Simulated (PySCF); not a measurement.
Computed IR spectrum (relative IR intensity) of a molecule C₃H₉BO₂. Geometry optimised at PBE-D3(BJ)/def2-SVP. One conformer was computed; it need not be the lowest. All values below come from PBE-D3(BJ)/def2-SVP in PySCF 2.14.0. No scaling factor is applied to the harmonic values.

```json
[
 {"ν (cm⁻¹)": "25", "relative intensity": "4.5"},
 {"ν (cm⁻¹)": "166", "relative intensity": "8.6"},
 {"ν (cm⁻¹)": "188", "relative intensity": "3.6"},
 {"ν (cm⁻¹)": "303", "relative intensity": "51"},
 {"ν (cm⁻¹)": "394", "relative intensity": "3.4"},
 {"ν (cm⁻¹)": "413", "relative intensity": "16"},
 {"ν (cm⁻¹)": "652", "relative intensity": "4.4"},
 {"ν (cm⁻¹)": "820", "relative intensity": "3.9"},
 {"ν (cm⁻¹)": "917", "relative intensity": "5.9"},
 {"ν (cm⁻¹)": "1024", "relative intensity": "14"},
 {"ν (cm⁻¹)": "1074", "relative intensity": "38"},
 {"ν (cm⁻¹)": "1123", "relative intensity": "39"},
 {"ν (cm⁻¹)": "1149", "relative intensity": "44"},
 {"ν (cm⁻¹)": "1164", "relative intensity": "27"},
 {"ν (cm⁻¹)": "1254", "relative intensity": "71"},
 {"ν (cm⁻¹)": "1340", "relative intensity": "44"},
 {"ν (cm⁻¹)": "1359", "relative intensity": "100"},
 {"ν (cm⁻¹)": "1377", "relative intensity": "26"},
 {"ν (cm⁻¹)": "1415", "relative intensity": "2.9"},
 {"ν (cm⁻¹)": "1426", "relative intensity": "5.7"},
 {"ν (cm⁻¹)": "1449", "relative intensity": "40"},
 {"ν (cm⁻¹)": "2862", "relative intensity": "32"},
 {"ν (cm⁻¹)": "2888", "relative intensity": "30"},
 {"ν (cm⁻¹)": "2943", "relative intensity": "31"},
 {"ν (cm⁻¹)": "2960", "relative intensity": "2.3"},
 {"ν (cm⁻¹)": "3022", "relative intensity": "19"},
 {"ν (cm⁻¹)": "3030", "relative intensity": "2.5"},
 {"ν (cm⁻¹)": "3058", "relative intensity": "15"},
 {"ν (cm⁻¹)": "3717", "relative intensity": "9.3"}
]
```

**Question.** Which structure fits?
(A) CC(C)B(O)O
(B) CB(O)[C@@H](C)O
(C) COB(C)CO
(D) CB(O)CCO

**Answer.** C, COB(C)CO
